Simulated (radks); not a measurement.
Results of a calculation; reference values are marked as such.
Spherical jellium clusters: N electrons in a uniform positive sphere of charge N and radius rs N^(1/3), rs = 3.58 bohr. Level of theory: non-relativistic Kohn-Sham, LDA (Slater exchange, Perdew-Wang correlation), spin-polarised, spherical densities (a radial shooting solver with Libxc functionals). Levels are named by radial order and angular momentum (1s, 1p, 1d, 2s, ...), and open shells are averaged over m.

N = 19, configuration 1s2 1p6 1d10 2s(up 1, down 0). This is the lowest configuration that the search found. Occupied and some empty levels:

level    occupation  eigenvalue (eV)  <r> (bohr)
1s up             1          -5.8010       5.753
1s down           1          -5.6401       6.046
1p up             3          -4.7395       7.051
1p down           3          -4.6767       7.111
1d up             5          -3.4872       7.944
1d down           5          -3.4450       7.949
2s up             1          -3.0998       6.709
2s down           0          -2.7998       6.880
1f up             0          -2.0723       8.780
1f down           0          -2.0315       8.775
2p up             0          -1.5296       8.632
2p down           0          -1.4074       8.904
1g up             0         -0.57177       9.850
1g down           0         -0.52996       9.864

Energy (eV): total -34.9260, kinetic 39.373, external -1212.8, Hartree 597.13, exchange-correlation -75.613, background 616.99.
